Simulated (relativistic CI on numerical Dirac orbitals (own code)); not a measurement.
## What each ingredient does to the levels of Os

Base calculation: Dirac-Coulomb-Breit CI, KLI orbitals optimised for each configuration, model QED, valence Slater integrals scaled by 0.85, P86 correlation energy added to each configuration.

CI space (outside the closed core [Xe] 4f14): 5d6 6s2, 5d7 6s, 5d6 6s 6p, 5d7 6p, 5d8, 5d6 6p2, 5d6 6s 6d, 5d7 6d, 5d6 6s 6f, 5d7 5f, 5d7 5g, 5d7 7p. Levels of other configurations are missing.

Variants: (1) self-excluded LDA correlation estimate; (2) no correlation estimate; (3) configuration mixing switched off; (4) non-relativistic limit. Shifts of the energy above 5d6 6s2 5D_4, in cm⁻¹, for the lowest level and the first level of each name with at least 55 % of one term (blank where a level changes its place among those of its configuration and J or its character, or is not in the variant):

```tsv
Level	Base	Δ(1)	Δ(2)	Δ(3)	Δ(4)	Measured
5d6 6s2 5D_4	0.0	0.0	0.0	0.0	0.0	0.0
5d7 6s 5F_5	2295.8	-359.9	+1643.5	-2073.1	-17103.1	5143.9
5d6 6s2 5D_3	3867.5	+6.1	-22.5	-237.4	-3867.5	4159.3
5d6 6s2 5D_1	5131.7	-23.7	+86.8	+495.0	-5131.7	5766.1
5d6 6s2 5D_0	5569.9	-13.4	+53.0	+373.3	-5569.9	6092.8
5d7 6s 5F_4	5713.4	-353.8	+1609.2	-1976.3	-20520.6	8742.8
5d7 6s 5F_3	8072.6	-356.0	+1628.1	-1973.4	-22879.9	11378.0
5d7 6s 5F_2	9624.5	-312.3	+1528.5	-2180.9	-24431.8	12774.4
5d7 6s 5F_1	10008.0	-343.6	+1571.6	-1753.8	-24815.2	13020.1
5d6 6s2 3H_6	13737.6	-28.6	+104.7	+424.8	-625.9	
5d7 6s 5P_3	13820.1	-321.9	+1535.2	-2068.4		
5d6 6s 6p 7D°_4	16181.9	+365.7	-1942.9	-3024.4	-5597.3	22615.7
5d6 6s 6p 7D°_5	16619.0	+366.2	-1949.3	-3122.2	-6034.3	23462.9
5d6 6s 6p 7D°_3	18349.3	+366.2	-1948.4	-3103.5	-7764.6	25012.9
5d6 6s 6p 7D°_2	19547.9	+366.1	-1946.9	-3074.9	-8963.2	25275.4
5d6 6s 6p 7D°_1	20767.5	+366.3	-1949.1	-3110.7	-10182.8	27786.8
5d6 6s 6p 7F°_6	21403.0	+365.9	-1946.1	-3081.1	-7801.0	
5d7 6s 3H_6	21971.8	-292.9	+1254.4	-2435.8	-22169.0	
5d6 6s 6p 7F°_3	22979.6	+364.7	-1929.6	-2777.6	-9377.5	
5d6 6s 6p 7F°_5	23203.0	+365.9	-1943.3	-3050.3	-9600.9	30280.0
5d6 6s 6p 7F°_0	23266.6	+365.6	-1940.8	-2942.7	-9664.6	
5d6 6s 6p 7F°_2	23360.6	+364.8	-1931.9	-2825.4	-9758.6
```

Correlation outside the listed configurations is missing or only estimated: errors of thousands of cm⁻¹ between configurations and terms are usual at this charge. Rates and lifetimes follow the computed energies and can be off by large factors. The fine structure of a lone outer electron comes out too small, for d and f at times inverted, and misplaced configurations move strength between like terms. 16 of the 30 excited levels that our extract of the measured tables holds in this range could be paired (the sources list more); they are missed by 4237 cm⁻¹ on average and 7077 at most, and levels without a partner can miss by more. Some levels of the ground configuration have no partner and can miss by 10 % or more.

Measured levels: NIST Handbook of Basic Atomic Spectroscopic Data (Sansonetti and Martin, J. Phys. Chem. Ref. Data 34, 1559 (2005)).

Ionisation energy from the two ground configurations alone: base 7.259 eV; self-excluded LDA correlation estimate 7.379 eV; no correlation estimate 6.359 eV. The NIST ASD value (measured) is 8.43823 eV. The gap of more than 2 % comes from missing correlation.

LS names give the leading component of a level, which can be under half, so a name can repeat, a term be missing and a line seem to break the LS rules.
